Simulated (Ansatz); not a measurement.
The cluster Hf₂O₅H₂. Charge 0, multiplicity 1. Geometry r2SCAN-D4/def2-SVP, basis def2-TZVP, Ansatz.

Cartesian coordinates in Å:
```
Hf 0.4524 -0.8333 0.1014
Hf -0.7887 1.8618 -0.1964
O 0.7122 -2.9995 0.2691
O -1.3486 -0.0103 -0.1148
O 0.9936 1.0810 0.0212
O 1.2697 -2.3535 -0.9524
O 1.0870 -2.1898 1.4621
H -1.0419 2.6066 -1.8969
H -1.3357 2.8370 1.3068
```

```csv
run,HOMO (eV),LUMO (eV)
A,-7.64,-2.85
B,-7.24,-3.33
C,-8.15,-2.46
D,-6.76,-3.52
E,-7.12,-3.26
```

In the def2 sets Hf takes a core potential; there is no spin–orbit coupling. The structure holds 2 bonds between oxygen atoms, so isomers without such links may lie far lower. No other spin state of charge 0 was run. Another isomer (singlet) lies 3.98 eV lower at PBE0-D4/def2-TZVP; other spin states weren't run for this one.

The runs used B97M-V, PBE, PBE0, r2SCAN, r2SCANh. Estimate which is which.

A r2SCANh (10 % exact exchange); B B97M-V (0 % exact exchange); C PBE0 (25 % exact exchange); D PBE (0 % exact exchange); E r2SCAN (0 % exact exchange). Exact exchange lowers occupied and raises empty levels; among semilocal functionals meta-GGAs tend to open the gap a little, and such runs are hard to tell apart. The gap grows from 3.24 eV (PBE) to 5.69 eV (PBE0).
